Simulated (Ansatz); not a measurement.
Molecule: sum formula HS₂O, charge 1, multiplicity 1. It need not be the lowest isomer of its formula. SMILES: [SH+]=[S+][O-]
Structure (B3LYP-D3(BJ)/def2-TZVP (Ansatz, a program for electronic structure) minimum search):
```xyz
4

S     -1.2575    -0.3959    -0.0797
S      0.7304    -0.2071     0.1836
O      1.2338     1.0958    -0.1440
H     -1.4353     0.8819    -0.5100
```
Charge +1, spin multiplicity 1.

Parts of the frozen-core correlation energy in STO-3G (Ansatz, hartree). Frozen orbitals: 11; correlated occupied orbitals by spin: 9 and 9; virtual: 4 and 4. Spin-orbit coupling is left out. Non-relativistic. The restricted reference is unstable.

```tsv
term	value
reference (HF)	-860.42490
MP2 opposite-spin	(withheld)
MP2 same-spin	(withheld)
CCSD correlation	-0.17997
(T)	(withheld)
FCI minus CCSD(T)	-0.00467
T1 diagnostic	0.042
largest doubles amplitude	0.158
```

Question: Fill in the missing entries.

Answer: 
- MP2 opposite-spin, value: -0.12236
- MP2 same-spin, value: -0.03124
- (T), value: -0.00935
